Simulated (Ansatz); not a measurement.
Input for Ansatz (a first-principles code): R-CAM-B3LYP/def2-TZVPP on H2 (SMILES [H][H]).

Ansatz 0.2 input:
```yaml
crystal:
  periodic: [false, false, false]
  atoms:
    - {symbol: H, position_ang: [-0.00000000, 0.00000000, -0.37198648]}
    - {symbol: H, position_ang: [0.00000000, -0.00000000, 0.37198648]}
basis:
  gaussian:
    orbitals: def2-TZVPP
hamiltonian:
  xc: {name: CAM-B3LYP}
scf: {lower_state_search: off}
```

It printed:

```
WARN ansatz: RAYON_NUM_THREADS=1 ignored (pool sized by the plan → 1); use --threads N
Functional definition: CAM-B3LYP
these checks for a lower state are left out or cut short: stability, starts, cluster_reference, orbital_swaps, neighbouring_geometries, increment
integrals: 0.00 GiB planned
118 factors; their error is unknown
integrals: 0.03 GiB planned
42 factors; integrals over basis functions are off by at most 6.3e-5 eV
mean field: 0.05 GiB planned
mean field evaluation 1: about -31.8532 eV, gradient 3.5e0 eV
mean field evaluation 2: about -31.8814 eV, gradient 2.2e-1 eV
mean field evaluation 4: about -31.8810 eV, gradient 2.1e-1 eV
mean field evaluation 8: about -31.8803 eV, gradient 5.5e-5 eV
mean field -31.88027487 eV, -1.1715784924 hartree, gradient 1.8e-6 eV, S^2 0.000000; 0 other end points of the search recorded, 0 dependent functions left out
reference -31.88034476 eV, -1.1715810608 hartree; 1, 1 occupied and 27, 27 virtual orbitals, 118 factors
Total energy: -31.88034476 eV, -1.1715810608 hartree
Checks for a lower state left out: stability, starts, cluster_reference, orbital_swaps, neighbouring_geometries, increment
```

The run converged.

Cost: roughly 0.23 core-seconds.
